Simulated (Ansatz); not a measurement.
Reactions of C₂H₆BClS, SMILES `CCB(S)Cl`.

Program: Ansatz. Geometries: PBE0-D4/def2-TZVP. ΔE: electronic, gas phase. CCSD(T)/CBS adds triple-zeta CCSD(T) − MP2 to the extrapolated MP2 energy (def2 sets, frozen cores). This one scheme is used for every species. Functionals use def2-TZVPP. Elements past krypton have def2 core potentials. For In outer-core shells are correlated without core-valence functions, which leaves a few kJ/mol of doubt a bond. Each species was taken in one conformer, which may not be the lowest.

```json
{"reaction": "`CCB(S)Cl` + `[CH3][In]([OH])[Cl]` → `CC[O][In]([CH3])[Cl]` + `SBCl`", "CCSD(T)/CBS(def2) (kcal/mol)": "18.8"}
{"reaction": "`CCB(S)Cl` + `C=O` → `O=CB(S)Cl` + ethane", "CCSD(T)/CBS(def2) (kcal/mol)": "2.9"}
{"reaction": "`CCB(S)Cl` + H₂S → `CCB(S)S` + HCl", "CCSD(T)/CBS(def2) (kcal/mol)": "?"}
{"reaction": "`CCB(S)Cl` + `C=CF` → `C=C(F)B(S)Cl` + ethane", "CCSD(T)/CBS(def2) (kcal/mol)": "-2.4"}
{"reaction": "`CCB(S)Cl` + CH₃NH₂ → ethylmethylamine + `SBCl`", "CCSD(T)/CBS(def2) (kcal/mol)": "14.6"}
```

(1) Fill in the missing values. (Estimate.)

Largest T1 diagnostic: 0.015, for `C=O`.

Answers

(1) The calculation gave: `CCB(S)Cl` + H₂S → `CCB(S)S` + HCl: +3.4 kcal/mol.
